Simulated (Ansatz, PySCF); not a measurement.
2-ethylidene-1,3-dioxole (C5H6O2), SMILES C1(OC=CO1)=CC. Atoms are numbered in the order given.

```xyz
13

C     -2.5648     0.6283    -0.1240
C     -1.5307    -0.3269     0.3925
C     -0.2193    -0.2041     0.1608
O      0.3798     0.7960    -0.5723
C      1.7345     0.5387    -0.5564
C      1.9588    -0.5693     0.1543
O      0.7576    -1.0597     0.6177
H     -3.3029     0.1204    -0.7699
H     -3.1339     1.0972     0.6984
H     -2.1051     1.4349    -0.7134
H     -1.8322    -1.1845     0.9969
H      2.3828     1.2273    -1.0882
H      2.8587    -1.1167     0.4151
```
Charge 0, spin multiplicity 1.

Geometry: B3LYP-D3(BJ)/def2-SVP.

Two levels are set side by side: PBE-D3(BJ)/def2-SVP (Ansatz, a program for electronic structure) and B3LYP-D3(BJ)/def2-SVP (Ansatz). Each level has its own optimised geometry; the coordinates shown are those of the second. Frequencies come from the Hessian of PySCF at each geometry. Differences are taken from unrounded values.

| quantity | B3LYP-D3(BJ) |
|---|---|
| mean bond length (Å) | 1.250 |
| bond C1–C2 (Å) | 1.500 |
| bond C2–C3 (Å) | 1.337 |
| bond C3–O4 (Å) | 1.377 |
| bond C3–O7 (Å) | 1.377 |
| bond O4–C5 (Å) | 1.379 |
| bond C5–C6 (Å) | 1.335 |
| bond C6–O7 (Å) | 1.378 |
| bond C1–H8 (Å) | 1.104 |
| bond C1–H9 (Å) | 1.105 |
| bond C1–H10 (Å) | 1.100 |
| bond C2–H11 (Å) | 1.092 |
| bond C5–H12 (Å) | 1.085 |
| bond C6–H13 (Å) | 1.085 |
| highest harmonic wavenumber (cm⁻¹) | 3315 |
| mean harmonic wavenumber (cm⁻¹) | 1345 |
| zero-point energy (kcal/mol) | 63.46 |

What does PBE-D3(BJ) give, and how far is it from B3LYP-D3(BJ)? (An estimate is asked for; the answer gives what the named calculation found.)


| quantity | PBE-D3(BJ) | PBE-D3(BJ) minus B3LYP-D3(BJ) |
|---|---|---|
| mean bond length (Å) | 1.257 | 0.007 |
| bond C1–C2 (Å) | 1.499 | -0.001 |
| bond C2–C3 (Å) | 1.348 | 0.011 |
| bond C3–O4 (Å) | 1.385 | 0.008 |
| bond C3–O7 (Å) | 1.384 | 0.008 |
| bond O4–C5 (Å) | 1.383 | 0.004 |
| bond C5–C6 (Å) | 1.346 | 0.010 |
| bond C6–O7 (Å) | 1.382 | 0.004 |
| bond C1–H8 (Å) | 1.112 | 0.008 |
| bond C1–H9 (Å) | 1.112 | 0.008 |
| bond C1–H10 (Å) | 1.107 | 0.008 |
| bond C2–H11 (Å) | 1.099 | 0.008 |
| bond C5–H12 (Å) | 1.093 | 0.008 |
| bond C6–H13 (Å) | 1.093 | 0.008 |
| highest harmonic wavenumber (cm⁻¹) | 3248 | -66 |
| mean harmonic wavenumber (cm⁻¹) | 1308 | -37 |
| zero-point energy (kcal/mol) | 61.70 | -1.76 |

GGA bonds tend to be longer and softer than those of functionals with exact exchange. Differences between two approximate levels are no errors against the true value.
